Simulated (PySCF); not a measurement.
# Ionisation energy of Hf⁺ by level of theory

Hf⁺ [Xe] 4f14 5d1 6s2 (2D) → Hf²⁺ [Xe] 4f14 5d2 (3F), as a difference of total energies. Calculation: PySCF 2.14, in aug-cc-pwCVDZ-PP with ECP60MDF (6s6p5d3f, 70 functions); scalar relativity through the core potential. The calculations carry no spin-orbit coupling.

```json
{"method": "M06-L", "ionisation energy (eV)": "13.746"}
{"method": "wB97X", "ionisation energy (eV)": "14.442"}
```

The reference lies between the lowest fine-structure levels, while these numbers refer to the centres of the terms.

For comparison: 14.61 ± 0.04 eV (theoretical estimate listed by NIST; NIST Atomic Spectra Database, ionization energies).
